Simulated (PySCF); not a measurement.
BiH5 at several levels of theory

Computed with PySCF 2.14.0 (density fitting, no spin-orbit coupling) at the geometry relaxed with PBE0:

```xyz
6
BiH5 (singlet)
Bi    0.0000    0.0000    0.0462
H     0.0000    0.0000    1.8442
H     1.5570    0.0000   -0.8520
H     0.0000    1.8673    0.0466
H    -1.5570    0.0000   -0.8520
H     0.0000   -1.8673    0.0466
```

| level | basis | state | HOMO (eV) | gap (eV) | charge on Bi1 (e) | dipole about the centre of mass (D) | largest force component (eV/Å) |
| --- | --- | --- | --- | --- | --- | --- | --- |
| PBE0 | Bi def2-SVP with ECP60, H def2-SVP | singlet | -6.05 | 4.37 | 0.42 | 0.00 | 0.01 |
| CAM-B3LYP | the same | singlet | -7.22 | 6.53 | 0.52 | 0.00 | 0.08 |
| BP86 | the same | singlet | -5.21 | 2.58 | 0.39 | 0.00 | 0.31 |
| PBE | the same | singlet | -5.08 | 2.59 | 0.37 | 0.00 | 0.30 |
| PBE0 | Bi def2-TZVP with ECP60, H def2-TZVP | singlet | -6.14 | 4.25 | 0.33 | 0.00 | 0.11 |
| PBE0 | Bi x2c-SVPall, H x2c-SVPall | singlet | -6.07 | 4.37 | 0.41 | 0.00 | 0.11 |

Charges are Mulliken's, which hang on the basis. The relaxation used the grid (50, 194), these runs (75, 302) or, all-electron (x2c bases, spin-free X2C Hamiltonian), (99, 590).

Task: What does r2SCAN with Bi def2-SVP with ECP60, H def2-SVP give here?

Result: state singlet, HOMO (eV) -5.29, gap (eV) 2.93, charge on Bi1 (e) 0.46, dipole about the centre of mass (D) 0.00, largest force component (eV/Å) 0.09. Time: 1.6 s on 2 threads of Arm Neoverse V2 (shared host), from an already converged density.

In the first row's basis the gap widens with exact exchange: 2.6 to 2.9 eV for BP86, PBE, r2SCAN (none); 4.4 eV for PBE0 (a fixed share); 6.5 eV for CAM-B3LYP (rising or full at long range).
